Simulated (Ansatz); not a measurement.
Ideal-gas functions of B2H3NO2S (`OB1NB(S)O1`) at 800 K and 1 bar, from an Ansatz frequency run at PBE0-D4/def2-TZVP.

Molar mass 102.72 g/mol, point group Cs (symmetry number 1), electronic degeneracy 1, moments of inertia 41.656, 329.173, 370.828 u Å². Harmonic wavenumbers (cm⁻¹, unscaled): 49, 211, 316, 366, 424, 428, 480, 519, 713, 741, 793, 882, 981, 1017, 1065, 1313, 1371, 1560, 2719, 3757, 3913.

Use S(trans) = R[1.5 ln M + 2.5 ln T − 1.1517]; rotational temperatures θ = 24.2544 K / I; S(rot) = R[ln(√π/σ · √(T³/θAθBθC)) + 1.5]; for each mode x = 1.438777 ν̃/T, S = R[x/(eˣ − 1) − ln(1 − e⁻ˣ)] and H = RT x/(eˣ − 1); 1 cm⁻¹ = 0.0119627 kJ/mol; R = 8.31446 J/(mol·K).

By hand: the entropy, in J/(mol·K).

Translation 187.1. Rotation: θ = 0.5823, 0.0737, 0.0654 K, giving 125.0. Vibration, mode by mode: 28.51, 16.42, 13.12, 11.94, 10.77, 10.69, 9.79, 9.18, 6.79, 6.52, 6.03, 5.30, 4.59, 4.36, 4.08, 2.87, 2.64, 2.02, 0.37, 0.08, 0.06, in all 156.1. Electronic 0.0. Sum 468.2 J/(mol·K).

By hand: H − E and G − E in kJ/mol, counted from the electronic energy.

Zero-point energy ½ × 23618 × 0.0119627 = 141.3; thermal vibration 62.4; translation, rotation and pV give 4 RT = 26.6. H − E = 230.3 kJ/mol, and G − E = 230.3 − 800 × 468.2/1000 = -144.3 kJ/mol.

Vibration gives 33 % of the entropy, 28.5 J/(mol·K) of it from the mode under 150 cm⁻¹: soft modes count most, and the harmonic formula is weakest for them. The sum counts one conformer and one mirror image; others add a mixing term.
